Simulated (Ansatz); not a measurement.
One change: `O[Si]([SiH3])(S)Cl` becomes `O[Si](F)([SiH3])Cl`.

Ansatz, PBE0-D4/def2-TZVP geometries, multiplicity 1. Each molecule was computed in one conformer, which needn't be the lowest.

```json
{"property": "HOMO–LUMO gap (B3LYP/def2-TZVPP) / eV", "`O[Si]([SiH3])(S)Cl`": "6.73"}
{"property": "zero-point energy (PBE0-D4/def2-TZVP) / kJ/mol", "`O[Si]([SiH3])(S)Cl`": "134.6"}
{"property": "size of the dipole moment (ωB97M-V/def2-TZVPP) / D", "`O[Si]([SiH3])(S)Cl`": "0.45"}
{"property": "LUMO energy (PBE/def2-TZVPP) / eV", "`O[Si]([SiH3])(S)Cl`": "-1.39"}
{"property": "HOMO–LUMO gap (PBE/def2-TZVPP) / eV", "`O[Si]([SiH3])(S)Cl`": "5.09"}
{"property": "HOMO–LUMO gap (ωB97M-V/def2-TZVPP) / eV", "`O[Si]([SiH3])(S)Cl`": "11.09"}
```

**Question.** Give the same properties after the change, and the shifts. (An estimate is asked.)

**Answer.** Ansatz gave: 
| property | `O[Si](F)([SiH3])Cl` | shift |
| --- | --- | --- |
| HOMO–LUMO gap (B3LYP/def2-TZVPP) / eV | 8.20 | 1.47 |
| zero-point energy (PBE0-D4/def2-TZVP) / kJ/mol | 116.2 | -18.4 |
| size of the dipole moment (ωB97M-V/def2-TZVPP) / D | 1.03 | 0.58 |
| LUMO energy (PBE/def2-TZVPP) / eV | -1.01 | 0.38 |
| HOMO–LUMO gap (PBE/def2-TZVPP) / eV | 6.49 | 1.40 |
| HOMO–LUMO gap (ωB97M-V/def2-TZVPP) / eV | 12.45 | 1.36 |

With PBE0 the HOMO falls by 1.07 eV and the LUMO rises by 0.36 eV, so the gap widens by about 1.43 eV. PBE moves the HOMO by -1.02 eV and ωB97M-V by -1.04 eV. The zero-point energy changes by -18.4 kJ/mol with -3 modes. Dipoles are sizes alone; their direction can turn.

B3LYP here is the variant with VWN-RPA as its local correlation; programs differ in this.
